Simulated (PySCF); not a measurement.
B(H)3 cation (BH₃), SMILES B (connectivity only; charge and spin as stated), charge +1, multiplicity 2.

Geometry optimised at r2SCAN-D4/def2-TZVPD. The spin state was assumed, not searched. The isomer is the one that the SMILES or the coordinates give; other isomers of the formula were not compared.

Method: TDA-PBE0/def2-TZVPD in PySCF.

Vertical excitations. 

Computed lowest excited states:
```tsv
state	energy (eV)	λ (nm)	f	main pairs
root 1	4.36	284	0.000	β HOMO→LUMO 99 %
root 2	4.55	272	0.000	α HOMO→LUMO 100 %
root 3	6.21	200	0.000	α HOMO−1→LUMO 51 %, β HOMO→LUMO+1 47 %
root 4	7.54	164	0.019	α HOMO−1→LUMO 47 %, β HOMO→LUMO+1 51 %
root 5	8.14	152	0.107	α HOMO−1→LUMO+2 5 %, β HOMO−1→LUMO 92 %
root 6	9.89	125	0.014	α HOMO−2→LUMO 26 %, β HOMO−1→LUMO+1 71 %
root 7	9.89	125	0.011	α HOMO→LUMO+1 96 %
root 8	10.38	119	0.143	α HOMO→LUMO+2 92 %
root 9	11.61	107	0.002	α HOMO−1→LUMO+1 51 %, β HOMO→LUMO+2 37 %
root 10	12.05	103	0.009	α HOMO→LUMO+3 43 %, α HOMO−1→LUMO+2 40 %, β HOMO→LUMO+3 12 %
```
Unrestricted roots are not spin-pure.
